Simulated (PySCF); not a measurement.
Does the answer move with the share of exact exchange?

N-tert-butylacetamide, C₆H₁₃NO.
SMILES: `CC(=O)NC(C)(C)C`

Torsions of this conformer, `[CH3:1][C:2](=[O:3])[NH:4][C:5]([CH3:6])([CH3:7])[CH3:8]`: C1–C2–N4–C5 -179°, C2–N4–C5–C6 179°.

PySCF, pcSseg-1 basis, density fitting, gas phase, PBE0-D3(BJ)/def2-SVP geometry. One functional is left out:

```
functional  exact exchange (%)  HOMO energy (eV)  LUMO energy (eV)  dipole moment (D)
     B97-D                   0             -5.46             -0.17              3.518
       LDA                   0             -5.62             -0.48              3.603
     B3LYP                  20             -6.82              0.57              3.610
 BHandHLYP                  50             -8.53              1.68              3.749
```

Question: Predict the row of mPW1PW91 (25 % exact exchange) by straight lines through the other rows, and check it.

Answer: 
```
         property   line  computed  computed − line  B3LYP (20 %), for comparison
 HOMO energy (eV)  -7.06     -7.13            -0.07                         -6.82
 LUMO energy (eV)   0.70      0.81            +0.11                          0.57
dipole moment (D)  3.648     3.652           +0.004                         3.610
```

Question: Which of these properties follows the share of exact exchange most closely, and which least?

Answer: Most closely the HOMO energy, least the dipole moment; the correlations over the tabulated rows are HOMO energy -0.999, LUMO energy 0.990, dipole moment 0.922. The HOMO energy moves by -0.599 eV for every 10 %. Functionals with the same share still differ in their other parts: at 0 % B97-D and LDA differ by 0.16 eV in it.
